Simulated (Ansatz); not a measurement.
**Question.** Name a neutral molecule of Cl, Hf, N and H with HOMO energy (PBE0/def2-TZVPP) between -7.45 and -7.15 eV and LUMO energy (PBE0/def2-TZVPP) between -0.20 and 0.10 eV (Ansatz, PBE0-D4/def2-TZVP geometry).

**Answer.** `[NH2][Hf]([NH2])([NH2])[Cl]` (-7.33 eV, -0.05 eV). Other molecules can fit too; these were computed, each in one conformer that needn't be the lowest.
